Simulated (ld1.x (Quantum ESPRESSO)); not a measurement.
# What one change does to a pseudopotential (Te, TM)

ld1.x (Quantum ESPRESSO) 7.5 input, shortened:

```
&input
   title='Te', zed=52., rel=1, dft='PZ', iswitch=3,
   config='[Kr] 4d10 5s2 5p2'
 /
 &inputp
   pseudotype=2, tm=.true., lloc=0,
   nlcc=.true., rcore=1.35
 /
3
5P  2  1   2.00   0.00  1.50  1.50  0.0
4D  3  2  10.00   0.00  1.55  1.55  0.0
5S  1  0   2.00   0.00  1.75  1.75  0.0
 &test
   configts(1)='4d10 5s2 5p2'
 /
```

Change: all radii but the core radius scaled by about 0.83 (s 1.46, p 1.24, d 1.28 bohr).

Cutoffs: the cutoffs (Ry, on a coarse ladder) from which the occupation-weighted sum of valence levels, in a spherical-Bessel basis at the reference potential, stays within 10 and 1 mRy of its value at 400 Ry; they do not see the model core or the augmentation charge, which bear on the density cutoff. Errors are all-electron minus pseudo energies relative to the spin-unpolarised reference configuration.

Question: What does the change do?

Answer: Both files keep a bound ghost (p); of the 7 tests that both files solve, the error grows in 6 and shrinks in 1 by more than 15 % and 0.3 meV (median size 6.3 → 53.0 meV).

| quantity | base | changed |
| --- | --- | --- |
| cutoff, loose | 110 Ry | 300 Ry |
| cutoff, tight | 180 Ry | over 300 Ry |
| loose cutoff by channel (10 mRy a level) | p 70 Ry, d 80 Ry, s 25 Ry | p 300 Ry, d 90 Ry, s 40 Ry |
| bound ghosts | p | p |
| tests with a reliable result | 8 of 9 | 8 of 9 |
| error for 4d10 5s2 5p3, meV [ΔE -18.17 eV] | +6.3 | -9.6 |
| error for 4d10 5s2 5p1, meV [ΔE 27.23 eV] | -5.8 | -17 |
| error for 4d10 5s0 5p6, meV [ΔE -9.17 eV] | -17 | -232 |
| error for 4d9 5s2 5p5, meV [ΔE 10.06 eV] | -241 | -166 |
| error for 4d10 5s1 5p4, meV [ΔE -8.24 eV] | -2.7 | -53 |
| error for 4d10 5s2 5p4.3, meV [ΔE -29.61 eV] | +15 | -53 |
| error for 4d10 5s2 5p2 (spin-polarised), meV [ΔE -0.68 eV] | +2.0 | +87 |

 A true bound ghost makes a file unfit for plane-wave use even where its test errors are small: the radial tests pick states by their node count and pass the ghost by.
